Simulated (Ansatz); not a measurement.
`[CH3][In]([CH3])[SeH]` + `O[Si](O)(O)F` → `O[Si](O)(F)[SeH]` + `[CH3][In]([CH3])[OH]`  (redistribution)

Calculated with Ansatz (gas phase, PBE0-D4/def2-TZVP geometries, no zero-point term in ΔE). CCSD(T)/CBS adds triple-zeta CCSD(T) − MP2 to the extrapolated MP2 energy (def2 sets, frozen cores). DFT in def2-TZVPP. B3LYP here is the variant with VWN-RPA as its local correlation; programs differ in this. def2 core potentials past Kr. For In, Se outer-core shells are correlated without core-valence functions, which leaves a few kJ/mol of doubt a bond. Scalar relativity is left out up to krypton. One conformer a species, not always the lowest.

`[CH3][In]([CH3])[SeH]`:

```xyz
11

C    -0.617    1.302   -1.628
In    0.036    0.263    0.135
C     0.283   -1.838    0.512
Se    0.585    1.787    2.078
H    -0.602    2.378   -1.464
H    -1.631    0.993   -1.886
H     0.037    1.058   -2.468
H     0.334   -2.405   -0.417
H     1.192   -2.004    1.090
H    -0.566   -2.198    1.097
H     0.950    0.664    2.951
```

`O[Si](O)(O)F`:

Cartesian coordinates in Å:
```
O 0.369 -0.611 -1.421
Si -0.057 -0.068 0.044
O 1.265 0.184 0.944
O -0.895 1.309 -0.101
F -0.971 -1.161 0.758
H -0.323 -0.823 -2.049
H 1.839 -0.559 1.131
H -1.227 1.729 0.693
```

`O[Si](O)(F)[SeH]`:

Z-matrix (Å, degrees):
```
Si
O 1 1.619
F 1 1.590 2 111.2
O 1 1.628 2 106.4 3 -118.8
Se 1 2.258 2 109.1 3 116.9
H 2 0.959 1 116.9 3 101.1
H 4 0.958 1 118.4 2 -169.1
H 5 1.468 1 91.3 2 -135.5
```

`[CH3][In]([CH3])[OH]`:

Z-matrix (Å, degrees):
```
C
In 1 2.148
H 1 1.090 2 110.1
H 1 1.090 2 111.1 3 -121.2
H 1 1.092 2 109.5 3 119.3
C 2 2.138 1 136.7 3 155.7
O 2 2.007 1 114.2 3 -24.8
H 6 1.091 2 110.8 1 -55.7
H 6 1.090 2 108.7 1 -176.0
H 6 1.091 2 110.5 1 64.2
H 7 0.959 2 114.0 1 0.0
```

Is it downhill or uphill in electronic energy at CCSD(T)/CBS, and by how much? (Best estimate.)

Ansatz gave: Uphill: ΔE = +138.3 kJ/mol.

What do these levels give: PBE-QIDH, PBE, B3LYP, LC-ωPBE, HF/def2-TZVPP, MP2/def2-QZVPP? (Estimate.)

The calculation gave: PBE-QIDH 146.8, PBE 125.2, B3LYP 140.8, LC-ωPBE 134.6, HF/def2-TZVPP 171.3, MP2/def2-QZVPP 139.8 kJ/mol.

Largest T1 diagnostic among the species: 0.014.

From r2SCAN to r2SCAN0 (25 % exact exchange), in def2-TZVPP and without D4, ΔE moves by +10.8 kJ/mol. Leaving LDA and LC-ωPBE aside and taking each functional with its dispersion term where it has one, the values, not all of them listed here, spread over 33.7 kJ/mol, from revPBE-D4 to BHLYP-D4. LDA lies +8.7 kJ/mol from PBE without D4. In def2-TZVPP, CCSD(T) changes the Hartree–Fock value by −27.7 kJ/mol (the triples alone add −4.6 kJ/mol) and MP2 by −28.3 kJ/mol.
